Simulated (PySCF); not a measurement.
**Electron correlation in Al⁺ (aluminium, charge +1)**

[Ne] 3s2, closed-shell 1S. Computed with PySCF 2.14 in cc-pV(T+d)Z, with the non-relativistic Hamiltonian (point nucleus). Frozen: [Ne]; 2 electrons correlated.

Total MP2 correlation energy: -27.76 mhartree.

Same-spin part 0.00 and opposite-spin part -27.76 mhartree; SCS-MP2 scales them by 1/3 and 6/5 to -33.31 mhartree.

With two correlated electrons CCSD is exact within the correlated space (frozen core and kept virtual orbitals).

```
level  correlation energy (mhartree)
 CCSD                         -39.54
```

Diagnostics: T1 = 0.0086, D1 = 0.0122, largest double amplitude 0.111.

Cost of the coupled-cluster step: 0.1 s of wall time on 1 thread of Neoverse-V2 (shared host), for 2 correlated electrons.
